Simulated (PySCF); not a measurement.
The PySCF input:
```python
from pyscf import gto, scf, dft

mol = gto.M(
    atom='''
C     2.237748   -1.066005    0.725630
C     1.236252   -0.251512   -0.023588
C     1.731892    0.847483   -0.906938
N     0.000246   -0.070990    0.617630
C    -1.152931    0.410919   -0.114502
C    -1.656651   -0.609753   -1.143901
C    -2.252203    0.758053    0.886719
H     2.727896   -0.496792    1.527910
H     3.018677   -1.414497    0.051120
H     1.767090   -1.936455    1.182985
H     2.744593    0.622791   -1.231429
H     1.111637    0.964395   -1.797519
H     1.748493    1.816112   -0.391404
H    -0.233185   -0.857522    1.211975
H    -0.849014    1.323208   -0.637073
H    -2.477936   -0.195120   -1.722716
H    -2.004374   -1.511035   -0.642065
H    -0.850042   -0.881762   -1.820739
H    -1.879631    1.467956    1.620672
H    -2.586044   -0.136771    1.408980
H    -3.104521    1.197310    0.375375
''',
    basis='sto-3g',
    charge=0,
    spin=1,
    verbose=4,
)

mf = dft.UKS(mol)
mf.xc = 'pbe0'
mf.kernel()
```

Problem. What is the computed nuclear repulsion energy (PBE0/STO-3G (PySCF))?

Solution. 324.9176 Eh

Problem. What Mulliken (on the basis functions themselves) charges in atom order does PBE0/STO-3G give?

Solution. C1 -0.25, C2 0.05, C3 -0.25, N4 -0.31, C5 0.03, C6 -0.25, C7 -0.24, H8 0.08, H9 0.08, H10 0.07, H11 0.08, H12 0.07, H13 0.08, H14 0.19, H15 0.09, H16 0.08, H17 0.08, H18 0.09, H19 0.09, H20 0.08, H21 0.08

Problem. Estimate the HOMO energy that PBE0/STO-3G returns for this input.

Solution. -1.17 eV

Problem. Predict the dipole moment from PBE0/STO-3G.

Solution. 0.97 D

These values belong to the state on which the SCF converged, which isn't shown to be the lowest.
